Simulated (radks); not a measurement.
The numbers below are computed, except where a source is named.
Species: Er. Configuration: [Xe] 4f12 6s2 (the NIST ground configuration).

Code: a radial shooting solver on a logarithmic mesh with Libxc functionals. Model: non-relativistic Kohn-Sham, r2SCAN, spin-unpolarised, spherical densities, point nucleus; meta-GGA in the generalised Kohn-Sham scheme; relativity is left out, which matters for an element this heavy.

Energy parts (eV):
part                      energy
total                 -340200.27
kinetic                340102.86
electron-nucleus      -809263.06
Hartree                136205.31
exchange-correlation    -7245.39

Orbitals (lengths in bohr, moments of r in powers of bohr):
| orbital | occ. | eigenvalue (eV) | <r> | <r^4> |
|---|---|---|---|---|
| 1s | 2 | -53498.64 | 0.02230 | 1.115e-06 |
| 2s | 2 | -8646.724 | 0.09458 | 0.0001854 |
| 2p | 6 | -8248.231 | 0.08016 | 0.0001177 |
| 3s | 2 | -1929.714 | 0.2421 | 0.006680 |
| 3p | 6 | -1749.341 | 0.2321 | 0.006058 |
| 3d | 10 | -1414.147 | 0.2051 | 0.004272 |
| 4s | 2 | -374.1666 | 0.5454 | 0.1635 |
| 4p | 6 | -301.0543 | 0.5570 | 0.1859 |
| 4d | 10 | -169.9760 | 0.5862 | 0.2596 |
| 5s | 2 | -45.4348 | 1.363 | 6.577 |
| 5p | 6 | -26.2906 | 1.544 | 11.81 |
| 4f | 12 | -7.3905 | 0.7828 | 2.282 |
| 6s | 2 | -3.6185 | 4.387 | 741.8 |

The highest occupied level is 6s at -3.619 eV. Virial ratio -V/T = 2.00029. The electron density at the nucleus is 2.243e+05 e/bohr^3. The density falls to 0.001 e/bohr^3 at r = 5.30 bohr. For comparison, the ionisation energy in NIST's Atomic Spectra Database is 6.108 eV (measured). In exact Kohn-Sham theory the highest level is minus the ionisation energy, but local and semilocal functionals leave it too shallow, through self-interaction and a potential that decays too fast; potentials with the right tail come closer. Summed over all electrons, <r^2> = 81.82 bohr^2, which gives a Langevin (diamagnetic) susceptibility term of -64.8 x 10^-6 cm^3/mol.

Beside tabulated values, note that spin-unpolarised runs miss the spin-polarisation part of the exchange energy of open shells.
